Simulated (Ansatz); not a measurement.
Consider the isomerisation: `O=C[NH][GeH3]` → `O[CH]1[NH][GeH2]1`.

Calculated with Ansatz (gas phase, PBE0-D4/def2-TZVP geometries, no zero-point term in ΔE). CCSD(T)/CBS is the MP2 limit (def2-TZVPP, def2-QZVPP) plus CCSD(T) − MP2 in def2-TZVPP, frozen cores. DFT in def2-TZVPP. B3LYP here is the variant with VWN-RPA as its local correlation; programs differ in this. For Ge outer-core shells are correlated without core-valence functions, which leaves a few kJ/mol of doubt a bond. Scalar relativity is left out up to krypton. One conformer a species, not always the lowest.

`O=C[NH][GeH3]`:

Cartesian coordinates in Å:
```
O -0.799 -0.494 1.745
C -1.078 -0.854 0.622
N -0.426 -0.416 -0.475
Ge 0.970 0.803 -0.247
H -1.892 -1.574 0.417
H -0.721 -0.766 -1.372
H 2.068 0.159 0.601
H 0.423 2.082 0.391
H 1.455 1.061 -1.682
```

`O[CH]1[NH][GeH2]1`:

```xyz
9

O     0.620    1.638   -0.579
C    -0.354    0.743   -0.418
N    -0.218   -0.419   -0.960
Ge    0.501   -0.887    1.231
H     0.476    2.386    0.009
H    -1.277    1.120    0.033
H    -1.087   -0.940   -0.907
H    -0.440   -2.147    1.045
H     1.779   -1.494    0.545
```

| level | ΔE (kcal/mol) |
| --- | --- |
| B3LYP-D4 | 47.9 |
| ωB97X-V | 53.2 |
| ωB97M-V | 48.6 |
| PBE | 45.3 |
| HF/def2-TZVPP | 57.7 |
| HF/def2-QZVPP | 57.8 |
| MP2/def2-QZVPP | 53.5 |
| MP2/CBS(def2) | 52.6 |

(1) What does CCSD(T)/CBS give? (Estimate.)

Largest T1 diagnostic among the species: 0.015.

## Answers

(1) The calculation gave: +50.3 kcal/mol. The listed levels differ from it by -2.4, 2.9, -1.7, -5.0, 7.4, 7.5, 3.2, 2.3 kcal/mol.

In def2-TZVPP, CCSD(T) changes the Hartree–Fock value by −5.4 kcal/mol (the triples alone add −1.0 kcal/mol) and MP2 by −3.1 kcal/mol. From PBE to PBE0 (25 % exact exchange), in def2-TZVPP and without D4, ΔE moves by +3.6 kcal/mol.
